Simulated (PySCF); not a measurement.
**Bonding in `N#C/C=C(\F)OC(F)F`**

Compound: C₄H₂F₃NO.
SMILES with atom numbers: `[N:1]#[C:2]/[CH:3]=[C:4](\[F:5])[O:6][CH:7]([F:8])[F:9]` (hydrogens: H10 on C3; H11 on C7)

Structure used (GFN2-xTB), in Å, numbered top down from 1:
```
atom  x, y, z in Å
N1     3.7900    0.0644   -0.6935
C2     2.7308   -0.2768   -0.4237
C3     1.4427   -0.7262   -0.0804
C4     0.3509    0.0172   -0.2527
F5     0.3903    1.2457   -0.7722
O6    -0.8813   -0.4034    0.1024
C7    -1.9823    0.3411   -0.2383
F8    -2.9718   -0.0285    0.5741
F9    -2.3735    0.0499   -1.4937
H10    1.3515   -1.7142    0.3412
H11   -1.8419    1.4336   -0.1646
```

Bond orders from the PBE0/pcSseg-1 density (PySCF). One conformer (not necessarily the lowest) at the GFN2-xTB geometry, without solvent, vibrations or thermal averaging.

**Question.** How far do the computed orders between heavy atoms stray from the drawn ones?

**Answer.** The largest departure is 0.304, at C3–C4 (drawn double, 1.696). Drawn double or triple, more than 0.30 short of the drawn order: C3–C4 (1.696).

**Question.** Set the Mayer orders of the bonds beside their lengths.

**Answer.** 
```json
{"bond": "N1–C2", "drawn as": "triple", "length (Å)": "1.145", "Mayer order": "3.006"}
{"bond": "C2–C3", "drawn as": "single", "length (Å)": "1.407", "Mayer order": "1.072"}
{"bond": "C3–C4", "drawn as": "double", "length (Å)": "1.332", "Mayer order": "1.696"}
{"bond": "C4–F5", "drawn as": "single", "length (Å)": "1.334", "Mayer order": "1.015"}
{"bond": "C4–O6", "drawn as": "single", "length (Å)": "1.350", "Mayer order": "1.021"}
{"bond": "O6–C7", "drawn as": "single", "length (Å)": "1.372", "Mayer order": "0.946"}
{"bond": "C7–F8", "drawn as": "single", "length (Å)": "1.333", "Mayer order": "1.039"}
{"bond": "C7–F9", "drawn as": "single", "length (Å)": "1.347", "Mayer order": "1.002"}
{"bond": "C3–H10", "drawn as": "single", "length (Å)": "1.078", "Mayer order": "0.925"}
{"bond": "C7–H11", "drawn as": "single", "length (Å)": "1.104", "Mayer order": "0.955"}
```

By pair of heavy elements: C–C: lowest C2–C3 (1.072, 1.407 Å), highest C3–C4 (1.696, 1.332 Å). C–F: lowest C7–F9 (1.002, 1.347 Å), highest C7–F8 (1.039, 1.333 Å). C–O: lowest O6–C7 (0.946, 1.372 Å), highest C4–O6 (1.021, 1.350 Å).

**Question.** Sum the orders of all bonds at each heavy atom with more than one neighbour and set the sums beside the valence in the SMILES.

**Answer.** C2 4.078 (drawn 4), C3 3.693 (drawn 4), C4 3.732 (drawn 4), O6 1.967 (drawn 2), C7 3.942 (drawn 4). Orders between atoms that aren't bonded are not in these sums.

Mayer orders depend on the basis set.

The run behind these numbers computed NMR shieldings as well. The run took 20 s of wall time on Arm Neoverse V1, one thread, shared host.
